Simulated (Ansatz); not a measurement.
All values below come from frozen-core CCSD(T)/cc-pVTZ // TPSSh-D3(BJ)/def2-TZVP run with Ansatz (an electronic-structure program). The geometry is that of the parent before the electron was removed.

Ansatz 0.2 input:
```yaml
crystal:
  periodic: [false, false, false]
  atoms:
    - { symbol: O, position_ang: [-1.068295, 0.574112, 0.007521] }
    - { symbol: C, position_ang: [-0.35852, -0.492109, -0.004933] }
    - { symbol: S, position_ang: [1.299483, -0.709908, -0.010595] }
    - { symbol: H, position_ang: [-0.578212, 1.420317, 0.015441] }
    - { symbol: H, position_ang: [-0.954452, -1.404251, -0.013178] }
    - { symbol: H, position_ang: [1.659852, 0.593499, 0.002141] }
basis:
  gaussian: { orbitals: cc-pVTZ }
correlation:
  method: ccsd_t
total_charge: 2
magnetization:
  spin_polarized: true
  initial_magnetization: 1
```

Output:

```
Functional definition: HF
791 factors; integrals over basis functions are off by at most 1.4e-3 eV
mean field evaluation 1: about -13899.7184 eV, gradient 4.9e1 eV
mean field evaluation 2: about -13899.7248 eV, gradient 4.9e1 eV
mean field evaluation 4: about -13909.2460 eV, gradient 5.6e0 eV
mean field evaluation 8: about -13909.6302 eV, gradient 4.0e-1 eV
mean field evaluation 16: about -13909.6560 eV, gradient 1.5e-5 eV
mean field evaluation 32: about -13909.6560 eV, gradient 2.8e-2 eV
mean field evaluation 64: about -13907.1534 eV, gradient 9.5e-1 eV
mean field evaluation 96: about -13908.0899 eV, gradient 3.4e0 eV
mean field evaluation 128: about -13906.4859 eV, gradient 3.1e0 eV
mean field evaluation 160: about -13904.1405 eV, gradient 2.6e0 eV
mean field evaluation 192: about -13900.3045 eV, gradient 2.5e1 eV
mean field -13909.65604874 eV, -511.1704314878 hartree, gradient 2.5e-6 eV, S^2 0.867955; 6 other end points of the search recorded, 0 dependent functions left out
determinant -13909.65604874 eV, -511.1704314878 hartree, with singles and doubles -13924.64943367 eV, -511.7214282209 hartree
determinant -13907.22051324 eV, -511.0809272088 hartree, with singles and doubles -13922.41090694 eV, -511.6391638811 hartree
determinant -13906.83393503 eV, -511.0667207218 hartree, with singles and doubles -13922.25996206 eV, -511.6336167591 hartree
7 core orbitals not correlated
reference -13909.65604874 eV, -511.1704314878 hartree; 9, 8 occupied and 120, 121 virtual orbitals, 791 factors
second order -13.91715037 eV of doubles, -0.00000000 eV of singles
cycle   1  -14.84338578 eV  change    -1.2e0 eV  update   2.3e-2
cycle   2  -14.88185057 eV  change   -3.8e-2 eV  update   5.2e-3
cycle   3  -14.88009257 eV  change    1.8e-3 eV  update   2.5e-3
cycle   4  -14.88323373 eV  change   -3.1e-3 eV  update   1.2e-3
cycle   5  -14.88457800 eV  change   -1.3e-3 eV  update   7.1e-4
cycle   6  -14.88542471 eV  change   -8.5e-4 eV  update   3.0e-4
cycle   7  -14.88567603 eV  change   -2.5e-4 eV  update   1.3e-4
cycle   8  -14.88574669 eV  change   -7.1e-5 eV  update   7.2e-5
cycle   9  -14.88567237 eV  change    7.4e-5 eV  update   3.3e-5
cycle  10  -14.88565883 eV  change    1.4e-5 eV  update   1.4e-5
perturbative correction -0.64834561 eV, -0.0238262616 hartree
Total energy: -13925.19005318 eV, -511.7412956214 hartree
```

Cost: about 70 core-seconds (a rough figure).
